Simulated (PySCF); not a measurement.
A calculated (TPSS, PySCF 2.14, cc-pVDZ-X2C, the spin-free X2C one-electron Hamiltonian (Gaussian nucleus)) atom or ion has these occupied shells.

```csv
shell,electrons,orbital energy (eV),"rms radius, mean of both spins (bohr)"
1s α,1,-15061.1,0.0464
1s β,1,-15061.0,0.0464
2s α,1,-2034.3,0.192
2s β,1,-2034.2,0.192
2p α,3,-1804.7,0.171
2p β,3,-1804.6,0.171
3s α,1,-323.07,0.545
3s β,1,-322.96,0.545
3p α,3,-249.12,0.559
3p β,3,-249.00,0.559
3d α,5,-127.23,0.578
3d β,5,-127.07,0.578
4s α,1,-52.965,1.55
4s β,1,-51.748,1.55
4p α,3,-35.798,1.83
4p β,2,-34.714,1.83
```

Task: Name the element and its charge.

Result: Rb²⁺ (rubidium, charge +2), in [Ar] 3d10 4s2 4p5, 2P determinant.
